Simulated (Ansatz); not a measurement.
`[OH][Al]([F])[SH]` + `FC(F)(F)C1=CC(C(F)(F)F)=[O+][Al-]([F])([Cl])[O]1` → `[OH][Al-]1([F])[O]C(C(F)(F)F)=CC(C(F)(F)F)=[O+]1` + `[F][Al]([SH])[Cl]`  (redistribution)

Program: Ansatz. Geometries: PBE0-D4/def2-TZVP. ΔE: electronic, gas phase. CCSD(T)/CBS adds triple-zeta CCSD(T) − MP2 to the extrapolated MP2 energy (def2 sets, frozen cores). DFT in def2-TZVPP. HSE06 is defined as in plane-wave codes. One conformer a species, not always the lowest.

`[OH][Al]([F])[SH]`:

Cartesian coordinates in Å:
```
O 0.752 1.603 -0.214
Al -0.149 0.260 0.239
F -1.264 0.444 1.429
S 0.094 -1.691 -0.673
H 1.426 1.609 -0.890
H -0.860 -2.227 0.109
```

`FC(F)(F)C1=CC(C(F)(F)F)=[O+][Al-]([F])([Cl])[O]1`:

Z-matrix (Å, degrees):
```
C
F 1 1.334
F 1 1.334 2 108.0
F 1 1.317 2 108.9 3 118.2
C 1 1.538 2 109.7 3 -119.4
C 5 1.387 1 117.8 2 59.4
O 5 1.260 1 115.9 2 -120.4
C 6 1.387 5 120.2 1 -179.0
H 6 1.080 5 119.9 1 0.2
Al 7 1.821 5 126.1 1 -178.9
O 8 1.260 6 126.3 5 -0.8
C 8 1.538 6 117.8 5 179.1
F 10 1.640 7 108.9 5 -114.4
Cl 10 2.082 7 110.2 5 111.2
F 12 1.334 8 109.6 6 59.7
F 12 1.317 8 111.6 6 -179.6
F 12 1.334 8 109.7 6 -58.8
```

`[OH][Al-]1([F])[O]C(C(F)(F)F)=CC(C(F)(F)F)=[O+]1`:

```xyz
18

O    -3.130   -0.899   -0.409
Al   -2.120    0.148    0.441
F    -2.679    1.232    1.548
O    -0.757   -0.802    1.198
C     0.459   -0.767    0.870
C     1.347   -1.709    1.695
F     2.622   -1.638    1.322
F     1.267   -1.389    2.981
F     0.934   -2.962    1.541
C     1.022    0.021   -0.125
C     0.214    0.876   -0.862
C     0.829    1.757   -1.958
F     2.142    1.567   -2.064
F     0.612    3.037   -1.679
F     0.268    1.474   -3.128
O    -1.030    1.027   -0.731
H    -4.079   -0.943   -0.317
H     2.079   -0.029   -0.322
```

`[F][Al]([SH])[Cl]`:

Cartesian coordinates in Å:
```
F -0.948 -1.879 0.568
Al -0.312 -0.503 -0.049
S 0.822 0.778 1.262
Cl -0.620 -0.052 -2.052
H 1.058 1.656 0.270
```

```tsv
level	ΔE (kcal/mol)	difference from CCSD(T)/CBS
B97M-V	-1.0	0.2
r2SCAN0-D4	-1.1	0.1
BLYP	-1.4	-0.2
r2SCAN0	-1.2	0.0
HSE06	-1.2	0.0
CCSD/def2-SVP	-2.5	-1.3
CCSD(T)/def2-SVP	-2.5	-1.3
SCS-MP2/def2-TZVPP	-0.9	0.3
CCSD(T)/def2-TZVPP	-1.0	0.2
MP2/CBS(def2)	-1.0	0.2
CCSD(T)/CBS	-1.2	0
```

Largest T1 diagnostic among the species: 0.015.

At CCSD(T), def2-SVP lies −1.3 kcal/mol from the extrapolated value and def2-TZVPP +0.2 kcal/mol. Leaving LDA and LC-ωPBE aside and taking each functional with its dispersion term where it has one, the values, not all of them listed here, spread over 0.6 kcal/mol, from BHLYP-D4 to revPBE-D4.
